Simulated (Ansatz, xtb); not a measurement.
# Relative energy of two isomers of C4H8Ge

We compare a, `CCC#[C][GeH3]`, a singlet, with b, `CC#C[CH2][GeH3]`, a singlet. Both are isolated molecules in the gas phase, relaxed with PBE-D3(BJ)/def2-SVP.

Quicker runs give these differences E(b) − E(a): GFN2-xTB +1.2 kcal/mol; HF/STO-3G +9.0 kcal/mol (at GFN2-xTB geometries); r2SCAN-D4/def2-SVP +2.0 kcal/mol (at GFN2-xTB geometries).

**Question.** Estimate E(b) − E(a) at the level CCSD(T)/def2-SVP + ΔMP2/def2-TZVPP.

**Answer.** Calculated at CCSD(T)/def2-SVP + ΔMP2/def2-TZVPP: E(b) − E(a) = +4.1 kcal/mol, so structure a lies lower.

Level by level:

```tsv
level	geometry	E(b) − E(a) (kcal/mol)	departure from the last row (kcal/mol)	job, with rough time for the two
GFN2-xTB	GFN2-xTB	+1.2	−2.9	optimisation, 0.17 s
HF/STO-3G	GFN2-xTB	+9.0	+5.0	single point, 0.54 s
r2SCAN-D4/def2-SVP	GFN2-xTB	+2.0	−2.1	single point, 3.2 s
PBE-D3(BJ)/def2-SVP	PBE-D3(BJ)/def2-SVP	+0.5	−3.6	optimisation, 26 s
HF/def2-SVP	PBE-D3(BJ)/def2-SVP	+4.3	+0.3	part of the CCSD(T) run
MP2/def2-SVP	PBE-D3(BJ)/def2-SVP	+3.9	−0.2	part of the CCSD(T) run
CCSD(T)/def2-SVP	PBE-D3(BJ)/def2-SVP	+4.2	+0.2	single point
CCSD(T)/def2-SVP + ΔMP2/def2-TZVPP	PBE-D3(BJ)/def2-SVP	+4.1		single point, 72 s
```

As drawn, both hold the same kinds of bond in the same numbers.

PBE-D3(BJ)/def2-SVP finds them nearly level. The largest departure from CCSD(T)/def2-SVP + ΔMP2/def2-TZVPP is that of HF/STO-3G, 5.0 kcal/mol. A small imaginary or near-zero mode remains, so no thermal terms are given. The last row adds to CCSD(T) the change of the MP2 difference between the two basis sets, here −0.2 kcal/mol.

The correlated steps freeze 13 core orbitals; the filled d shell of Ge is correlated, in a basis made for valence electrons. Programs: Ansatz 0.2.0, xtb 6.7.1; the last row on 2 threads of Intel(R) Xeon(R) Platinum 8375C CPU @ 2.90GHz (Ice Lake) on a shared host.
